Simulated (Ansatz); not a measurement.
Start from `[NH]=[Ta]([F])([F])[F]` and change one atom or group to get `[NH]=[Ta]([NH2])([F])[F]`.

Ansatz, PBE0-D4/def2-TZVP geometries, multiplicity 1. Each molecule was computed in one conformer, which needn't be the lowest.

Elements past krypton have def2 core potentials.

```csv
property,`[NH]=[Ta]([F])([F])[F]`
zero-point energy (PBE0-D4/def2-TZVP) / kJ/mol,53.2
HOMO–LUMO gap (ωB97M-V/def2-TZVPP) / eV,11.58
HOMO–LUMO gap (PBE/def2-TZVPP) / eV,5.18
LUMO energy (B3LYP/def2-TZVPP) / eV,-1.35
HOMO–LUMO gap (B3LYP/def2-TZVPP) / eV,6.96
LUMO energy (PBE0/def2-TZVPP) / eV,-1.06
```

Problem. Give the same properties after the change, and the shifts. (Estimate.)

Solution. Ansatz gave: 
| property | `[NH]=[Ta]([NH2])([F])[F]` | shift |
| --- | --- | --- |
| zero-point energy (PBE0-D4/def2-TZVP) / kJ/mol | 114.6 | 61.4 |
| HOMO–LUMO gap (ωB97M-V/def2-TZVPP) / eV | 11.31 | -0.27 |
| HOMO–LUMO gap (PBE/def2-TZVPP) / eV | 5.04 | -0.14 |
| LUMO energy (B3LYP/def2-TZVPP) / eV | -0.93 | 0.42 |
| HOMO–LUMO gap (B3LYP/def2-TZVPP) / eV | 6.80 | -0.16 |
| LUMO energy (PBE0/def2-TZVPP) / eV | -0.65 | 0.41 |

With PBE0 the HOMO rises by 0.59 eV and the LUMO rises by 0.41 eV, so the gap narrows by about 0.18 eV. PBE moves the HOMO by 0.56 eV and ωB97M-V by 0.55 eV. The zero-point energy changes by 61.4 kJ/mol with +6 modes.

B3LYP here is the variant with VWN-RPA as its local correlation; programs differ in this.
